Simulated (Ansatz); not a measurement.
Basis-set extrapolation for CH6AlNO2Si, SMILES `O[Si]1([O][AlH2])CN1` (PBE0-D4/def2-TZVP geometry, frozen core, the Gaussian-basis code of Ansatz). Multiplicity 1, RHF reference.

```
                      def2-TZVPP   def2-QZVPP
                 HF  -776.643934  -776.673200
    MP2 correlation    -1.038683    -1.118295
CCSD(T) correlation    -1.113372      not run
```

Energies in hartree. Use E(X) = E(∞) + A·exp(−7.88·√X) for Hartree–Fock and E(X) = E(∞) + B·X^(−2.97) for correlation, with X = 3 and 4, and add CCSD(T) minus MP2 of the smaller set to the MP2 limit.

**Question.** What is the CCSD(T) energy at the basis-set limit?

**Answer.** HF limit: -776.673200 + (-0.029266) × 0.13774 = -776.67723. MP2 limit: -1.118295 + (-0.079612) × 0.74074 = -1.17727. Higher-order term: -1.113372 − (-1.038683) = -0.07469. Total: -777.92919 hartree, 107.9 kcal/mol below CCSD(T)/def2-TZVPP.
